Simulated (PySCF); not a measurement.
A run for PySCF: R-B3LYP/3-21G on BrGaH2O2 (SMILES [OH][Ga]([OH])[Br]), a point of a torsion scan.

```python
from pyscf import gto, scf, dft, mp
from pyscf.data.elements import chemcore

mol = gto.M(
    atom='''
    O    -0.97090163   -1.09215457    0.34907968
    Ga    0.01396663    0.27813549   -0.04794205
    O     1.70728452    0.29223437    0.31963508
    Br   -0.87500122    2.23958259   -0.71304899
    H    -1.59708798   -1.57673447   -0.18313183
    H     2.14479817   -0.47860503    0.67963084
    ''',
    basis='3-21g',
    charge=0, spin=0, verbose=3, max_memory=1800)
mf = dft.RKS(mol, xc='b3lyp')
mf.conv_tol = 1e-8
mf.max_cycle = 100
mf.kernel()
if not mf.converged:
    mf = mf.newton().run(mf.mo_coeff, mf.mo_occ)
```

Output:

```
converged SCF energy = -4628.1837138115
```

Self-consistency was reached.

Cost: about 7 core-seconds (a rough figure).
